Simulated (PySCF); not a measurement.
**How methods differ on the ionisation energy of I²⁺**

I²⁺ [Kr] 4d10 5s2 5p3 (4S) → I³⁺ [Kr] 4d10 5s2 5p2 (3P), as a difference of total energies. All numbers are calculated (PySCF 2.14, scalar relativity by spin-free X2C-1e, in ANO-RCC-VTZP (7s6p4d2f1g, 68 functions)). Correlated levels: valence and next inner shell: [Ar] 3d10 frozen. The calculations carry no spin-orbit coupling.

Order these methods by the ionisation energy they give, lowest first.
A. CCSD(T) (valence and next inner shell)
B. SCS-MP2 (valence and next inner shell)
C. UHF
D. CCSD (valence and next inner shell)

C (29.907 eV), B (30.411 eV), D (30.468 eV), A (30.501 eV).

A first-order spin-orbit estimate (lowest level to lowest level, LS coupling) adds -0.840 eV.

Errors of the correlated levels include the incompleteness of this basis and the frozen core.

For comparison: 29.57 ± 0.025 eV (measured; NIST Atomic Spectra Database, ionization energies).
